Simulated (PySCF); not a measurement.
Si(Cl)(Me)(OH)2 (CH5ClO2Si), SMILES [Si](O)(C)(O)Cl. Atoms are numbered in the order given.

```xyz
10

C      1.9592    -0.2778     0.1140
Si     0.1923     0.0808    -0.2996
O     -0.4128    -0.8459    -1.5358
O      0.0931     1.6748    -0.7155
Cl    -1.0060    -0.3221     1.3709
H      2.5924    -0.1369    -0.7762
H      2.3138     0.4010     0.9046
H      2.0751    -1.3138     0.4665
H     -1.0239    -1.5513    -1.2949
H     -0.7452     1.9791    -1.0838
```

The structure is a stationary point at B3LYP-D3(BJ)/def2-SVP. One conformer was computed; it need not be the lowest.

All values below come from CAM-B3LYP/def2-TZVP (PySCF).

Atomic charges (e):

```json
[
 {"atom": "C1", "IAO": "?", "Löwdin": "-0.43"},
 {"atom": "Si2", "IAO": "?", "Löwdin": "-0.31"},
 {"atom": "O3", "IAO": "-0.81", "Löwdin": "-0.12"},
 {"atom": "O4", "IAO": "-0.80", "Löwdin": "-0.10"},
 {"atom": "Cl5", "IAO": "?", "Löwdin": "0.18"},
 {"atom": "H6", "IAO": "0.17", "Löwdin": "0.14"},
 {"atom": "H7", "IAO": "0.17", "Löwdin": "0.14"},
 {"atom": "H8", "IAO": "0.16", "Löwdin": "0.14"},
 {"atom": "H9", "IAO": "0.38", "Löwdin": "0.18"},
 {"atom": "H10", "IAO": "0.37", "Löwdin": "0.19"}
]
```

Question: What belongs in the gaps? (Estimate from the structure and the level; the computed values follow.)

Answer: 
- C1, IAO: -0.76
- Si2, IAO: 1.49
- Cl5, IAO: -0.37

Question: Give the Mayer and Wiberg (Löwdin basis) orders of the bonds. (Estimate from the structure and the level; the computed values follow.)

Answer: 
| bond | Mayer | Wiberg |
|---|---|---|
| C1–Si2 | 1.01 | 1.20 |
| Si2–O3 | 1.21 | 1.65 |
| Si2–O4 | 1.23 | 1.67 |
| Si2–Cl5 | 1.12 | 1.70 |
| C1–H6 | 0.94 | 0.89 |
| C1–H7 | 0.94 | 0.89 |
| C1–H8 | 0.95 | 0.90 |
| O3–H9 | 0.87 | 1.01 |
| O4–H10 | 0.88 | 1.01 |
